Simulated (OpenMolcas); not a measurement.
Consider Mn2+ and Mn2+ on neighbouring Zn sites of ZnS (host space group P63mc, cell from Materials Project scaled by 0.96; 4-coordinate sites, 1 bridging S, bridge angle 109.5°, metal-metal distance 3.66 Å, mean bond 2.24 Å), as a cluster of both ions and their first shells in 18 model-potential ions and 805 fitted point charges, unrelaxed.

```xyz
9

Mn     0.0000     1.0556    -1.4939
Mn     0.0000    -1.0556     1.4939
S      0.0000     1.0556     0.7457
S     -1.8283     0.0000    -2.2383
S      1.8283     0.0000    -2.2383
S     -1.8283    -2.1111     0.7457
S      1.8283    -2.1111     0.7457
S      0.0000     3.1667    -2.2383
S      0.0000    -1.0556     3.7389
```

Problem. Give the energies of the total-spin states at CASSCF(10,10) on the singly occupied d orbitals (ANO-RCC-VDZP on Mn and ANO-RCC-VDZ on S, scalar-relativistic DKH2, RICD, no spin-orbit coupling, OpenMolcas), and the exchange constant.

Solution. Local spins 5/2 and 5/2.

```
total S  E (cm⁻¹)  natural occupations, lowest and highest
-------  --------  ---------------------------------------
5           250.6                             1.000, 1.000
4           176.8                             0.982, 1.018
3           110.8                             0.967, 1.033
2            57.1                             0.955, 1.045
1            19.4                             0.947, 1.053
0             0.0                             0.943, 1.057
```

J = -8.4 cm⁻¹ (antiferromagnetic); the ladder departs from the Heisenberg pattern by 10.5 cm⁻¹ at most.

J is defined by H = −2J S1·S2, so negative values are antiferromagnetic. Wave-function values come from the highest and lowest total spin; broken-symmetry values use Yamaguchi's formula with the computed ⟨S²⟩. The active space holds the singly occupied metal orbitals alone, without bridging-ligand orbitals. No row is a measured value. The host is partly covalent, so formal ionic charges are a crude embedding.
